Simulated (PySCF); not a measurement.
## UHF on Ta⁺ (tantalum, charge +1)

Configuration: [Xe] 4f14 5d3 6s1, high-spin 5F determinant. All numbers are calculated (PySCF 2.14, scalar relativity by spin-free X2C-1e, in x2c-TZVPPall).

- Total energy: -15599.792522 hartree
- One-electron energy: -21398.0139 hartree
- Hartree (Coulomb) energy: 6113.8385 hartree
- Exchange energy: -315.6170 hartree
- ⟨S²⟩: 6.0071
- ⟨L²⟩: 12.040
- Sum of ⟨r⟩: 41.37 bohr
- Sum of ⟨r²⟩: 53.73 bohr²
- Langevin diamagnetic susceptibility: -42.6 ×10⁻⁶ cm³/mol

| shell | electrons | mean orbital energy (eV) | spread (eV) | rms radius, mean of both spins (bohr) |
| --- | --- | --- | --- | --- |
| 1s α | 1 | -67775.0 | 0 | 0.0211 |
| 1s β | 1 | -67775.0 | 0 | 0.0211 |
| 2s α | 1 | -11789.2 | 0 | 0.0853 |
| 2s β | 1 | -11789.0 | 0 | 0.0853 |
| 2p α | 3 | -10358.9 | 0 | 0.0775 |
| 2p β | 3 | -10358.7 | 0 | 0.0775 |
| 3s α | 1 | -2767.7 | 0 | 0.218 |
| 3s β | 1 | -2767.6 | 0 | 0.218 |
| 3p α | 3 | -2332.8 | 0 | 0.220 |
| 3p β | 3 | -2332.7 | 0 | 0.220 |
| 3d α | 5 | -1808.6 | 0.192 | 0.201 |
| 3d β | 5 | -1808.4 | 0.056 | 0.201 |
| 4s α | 1 | -601.88 | 0 | 0.488 |
| 4s β | 1 | -601.59 | 0 | 0.488 |
| 4p α | 3 | -456.00 | 0 | 0.519 |
| 4p β | 3 | -455.78 | 0 | 0.519 |
| 4d α | 5 | -262.84 | 0.447 | 0.564 |
| 4d β | 5 | -262.47 | 0.166 | 0.564 |
| 5s α | 1 | -95.464 | 0 | 1.19 |
| 5s β | 1 | -92.594 | 0 | 1.19 |
| 5p α | 3 | -57.623 | 0 | 1.39 |
| 5p β | 3 | -53.283 | 0 | 1.39 |
| 4f α | 7 | -47.826 | 0.104 | 0.705 |
| 4f β | 7 | -47.508 | 0.255 | 0.705 |
| 5d α | 3 | -16.168 | 0 | 2.25 |
| 6s α | 1 | -14.486 | 0 | 3.34 |

Spin-orbit coupling, absent here, splits the open shell strongly.

Densities and radii are taken from the X2C orbitals without a picture-change correction, which distorts them close to the nucleus.

Spin-orbit constants ζ (cm⁻¹) from the X2C one-electron operator on these orbitals: bare nucleus, nucleus screened by l(l+1)(2l+1)/3 electrons, and screened by the Breit-Pauli mean field of the electrons.

| shell | bare | screened nucleus | mean field |
| --- | --- | --- | --- |
| 2p | 6431000 | 6255000 | n/a |
| 3p | 1398000 | 1360000 | n/a |
| 3d | 218700 | 188700 | n/a |
| 4p | 317100 | 308400 | n/a |
| 4d | 42710 | 36860 | n/a |
| 4f | 7209 | 4444 | n/a |
| 5p | 40280 | 39180 | n/a |
| 5d | 2355 | 2032 | n/a |

To first order the Landé constant is A = 508.0 cm⁻¹, so the lowest level has J = 1 and lies 0.504 eV below the centre of the term. This holds in LS coupling only.
